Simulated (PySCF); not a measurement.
**Energy of Cr²⁺ (chromium, charge +2) between two integer charges**

The 3d alpha orbital of [Ar] 3d4 is emptied in steps (occupation f), with all orbitals relaxed, ending at [Ar] 3d3. Calculation: PySCF 2.14, in aug-cc-pVTZ-DK (8s7p5d3f2g, 93 functions); the spin-free X2C one-electron Hamiltonian (Gaussian nucleus). The exact energy is a straight line in f; departures are measured from the line between the end points of the same method.

| f | PBE0 (eV) | r2SCAN (eV) | LC-wPBE (eV) |
| --- | --- | --- | --- |
| 1 | 0.000 | 0.000 | 0.000 |
| 0.75 | -1.015 | -1.364 | -0.509 |
| 0.5 | -1.364 | -1.828 | -0.692 |
| 0.25 | -1.030 | -1.375 | -0.528 |
| 0 | 0.000 | 0.000 | 0.000 |

Problem. For r2SCAN, how does the orbital energy at f = 1 compare with the removal energy?

Solution. −ε = 23.825 eV against a total-energy difference of 31.054 eV. By Janak's theorem ε = ∂E/∂f, so the gap between them reflects the curvature. Along the path −ε is 27.385 (f = 0.75), 31.025 (f = 0.5), 34.707 (f = 0.25) eV.

| method | E(f=0) − E(f=1) (eV) | −ε at f=1 (eV) | −ε at f=0.5 (eV) |
| --- | --- | --- | --- |
| PBE0 | 31.293 | 25.928 | 31.253 |
| r2SCAN | 31.054 | 23.825 | 31.025 |
| LC-wPBE | 31.408 | 28.748 | 31.360 |

Reference removal energy between the ground levels: 30.959 ± 0.025 eV (measured; NIST Atomic Spectra Database, ionization energies). The calculation has no spin-orbit coupling. The determinant left behind need not be the lowest term of the ion.
